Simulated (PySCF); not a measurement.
boroxine (H$_{3}$B$_{3}$O$_{3}$), singlet, at a GFN2-xTB geometry; DF-CAMB3LYP/pcseg-1 (PySCF).

The PySCF input:
```python
from pyscf import gto, scf, dft

mol = gto.Mole()
mol.atom = '''
    B    -0.62995984    1.18044110    0.24926454
    O    -1.34098568    0.02127528    0.22114647
    B    -0.71277475   -1.15913808   -0.02782965
    O     0.62913932   -1.17890358   -0.24893988
    B     1.34273459   -0.02130303   -0.22143489
    O     0.71184636    1.15762830    0.02779340
    H    -1.17144101    2.19508773    0.46351956
    H    -1.32543937   -2.15547372   -0.05175059
    H     2.49688038   -0.03961402   -0.41176897
'''
mol.basis = 'pcseg-1'
mol.verbose = 4
mol.max_memory = 1800
mol.build()

mf = dft.RKS(mol)
mf.xc = 'camb3lyp'
mf = mf.density_fit(auxbasis='def2-universal-jkfit')
mf.kernel()
```

### Question
What does PySCF print? Leave out banner, timings and long lists.

### Answer

```
PySCF version 2.14.0

[INPUT] verbose = 4
[INPUT] num. atoms = 9
[INPUT] num. electrons = 42
[INPUT] charge = 0
[INPUT] spin (= nelec alpha-beta = 2S) = 0
[INPUT] symmetry False subgroup None
[INPUT] Mole.unit = angstrom
[INPUT] Symbol           X                Y                Z      unit          X                Y                Z       unit  Magmom
[INPUT]  1 B     -0.629959840000   1.180441100000   0.249264540000 AA   -1.190451567075   2.230710385180   0.471041713166 Bohr   0.0
[INPUT]  2 O     -1.340985680000   0.021275280000   0.221146470000 AA   -2.534095672164   0.040204452423   0.417906261714 Bohr   0.0
[INPUT]  3 B     -0.712774750000  -1.159138080000  -0.027829650000 AA   -1.346949066005  -2.190453511754  -0.052590416643 Bohr   0.0
[INPUT]  4 O      0.629139320000  -1.178903580000  -0.248939880000 AA    1.188901008995  -2.227804893469  -0.470428194682 Bohr   0.0
[INPUT]  5 B      1.342734590000  -0.021303030000  -0.221434890000 AA    2.537400633080  -0.040256892323  -0.418451296523 Bohr   0.0
[INPUT]  6 O      0.711846360000   1.157628300000   0.027793400000 AA    1.345194663169   2.187600441046   0.052521914070 Bohr   0.0
[INPUT]  7 H     -1.171441010000   2.195087730000   0.463519560000 AA   -2.213702679984   4.148114629093   0.875925021779 Bohr   0.0
[INPUT]  8 H     -1.325439370000  -2.155473720000  -0.051750590000 AA   -2.504717404016  -4.073254999497  -0.097794441885 Bohr   0.0
[INPUT]  9 H      2.496880380000  -0.039614020000  -0.411768970000 AA    4.718420084000  -0.074859648493  -0.778130579894 Bohr   0.0

nuclear repulsion = 203.339217018828
number of shells = 24
number of NR pGTOs = 171
number of NR cGTOs = 99
basis = pcseg-1
ecp = {}

******** <class 'pyscf.df.df_jk.DFRKS'> ********
method = DFRKS
initial guess = minao
damping factor = 0
level_shift factor = 0
DIIS = <class 'pyscf.scf.diis.CDIIS'>
diis_start_cycle = 1
diis_space = 8
diis_damp = 0
SCF conv_tol = 1e-09
SCF conv_tol_grad = None
SCF max_cycles = 50
direct_scf = False
XC library pyscf.dft.libxc version 7.1.2
    S. Lehtola, C. Steigemann, M. J. T. Oliveira, and M. A. L. Marques,  SoftwareX 7, 1–5 (2018)
XC functionals = camb3lyp
    T. Yanai, D. P. Tew, and N. C. Handy,  Chem. Phys. Lett. 393, 51 (2004)
radial grids:
    Treutler-Ahlrichs [JCP 102, 346 (1995); DOI:10.1063/1.469408] (M4) radial grids

becke partition: Becke, JCP 88, 2547 (1988); DOI:10.1063/1.454033
pruning grids: <function nwchem_prune>
grids dens level: 3
symmetrized grids: False
atomic radii adjust function: <function treutler_atomic_radii_adjust>
small_rho_cutoff = 0
Set gradient conv threshold to 3.16228e-05
Initial guess from minao.
tot grids = 113808
******** <class 'pyscf.df.df.DF'> ********
auxbasis = def2-universal-jkfit
Create RSH-DF object <pyscf.df.df.DF object> for omega=0.33
******** <class 'pyscf.df.df.DF'> ********
auxbasis = auxmol.basis = def2-universal-jkfit
init E= -303.227487870642
  HOMO = -0.416825083868396  LUMO = -0.0356879006727325  gap/eV = 10.37127
cycle= 1 E= -301.974640956931  delta_E= 1.25  |g|= 0.915  |ddm|= 2.99
  HOMO = -0.310545130508005  LUMO = 0.0321974838414869  gap/eV = 9.32650
cycle= 2 E= -301.924485814253  delta_E= 0.0502  |g|=  1.1  |ddm|= 1.26
  HOMO = -0.414326274505557  LUMO = 0.0171974638215862  gap/eV = 11.74236
cycle= 3 E= -302.133597122429  delta_E= -0.209  |g|= 0.0364  |ddm|= 0.72
  HOMO = -0.409125561961954  LUMO = 0.0239723016809462  gap/eV = 11.78519
cycle= 4 E= -302.133965757226  delta_E= -0.000369  |g|= 0.0128  |ddm|= 0.0468
  HOMO = -0.411136684939878  LUMO = 0.021971830133567  gap/eV = 11.78548
cycle= 5 E= -302.134004681823  delta_E= -3.89e-05  |g|= 0.00106  |ddm|= 0.0177
  HOMO = -0.411136751778907  LUMO = 0.0219879495326813  gap/eV = 11.78592
cycle= 6 E= -302.134005147975  delta_E= -4.66e-07  |g|= 0.000147  |ddm|= 0.00275
  HOMO = -0.411180028507295  LUMO = 0.0219517237544729  gap/eV = 11.78612
cycle= 7 E= -302.134005158174  delta_E= -1.02e-08  |g|= 2.75e-05  |ddm|= 0.000455
  HOMO = -0.411178045988869  LUMO = 0.0219564332782792  gap/eV = 11.78619
cycle= 8 E= -302.134005158566  delta_E= -3.92e-10  |g|= 5.63e-06  |ddm|= 7.39e-05
  HOMO = -0.411179022721158  LUMO = 0.0219557949843504  gap/eV = 11.78620
Extra cycle  E= -302.134005158576  delta_E= -9.89e-12  |g|= 5.41e-06  |ddm|= 1.04e-05
converged SCF energy = -302.134005158576
```
